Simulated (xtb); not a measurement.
CH4NO, SMILES NC=[OH+], charge +1. All values are semi-empirical tight-binding results from xtb (GFN2-xTB unless named), good for trends rather than for accurate numbers. Geometry optimised at GFN2-xTB. The isomer is the one that the SMILES or the coordinates give; other isomers of the formula were not compared. The values are those of a single conformer.

```json
{
 "point_group_as_xtb_finds_it": "Cs",
 "orbital_gap": "5.88 eV",
 "zero_point_energy": "34.9 kcal/mol",
 "G − E(el) at 298.15 K (modified RRHO)": "19.6 kcal/mol",
 "static polarisability (D4 model)": "26.4 bohr³",
 "solvation energy, GFN2-xTB/ALPB(water)": "-74.2 kcal/mol",
 "solvation energy, GFN2-xTB/ALPB(octanol)": "-65.7 kcal/mol"
}
```

Q: Give the IR lines (harmonic; lines under 4 % of the strongest left out, lines within 3 cm⁻¹ merged). (An estimate is asked for; the answer gives what the named calculation found.)

A: ν (cm⁻¹): 710 (m), 742 (m), 978 (w), 1009 (m), 1129 (m), 1424 (w), 1677 (vs), 3295 (m), 3337 (m), 3396 (m) (against the strongest line: vs over 80 %, s over 45 %, m over 15 %, w over 4 %, vw less)
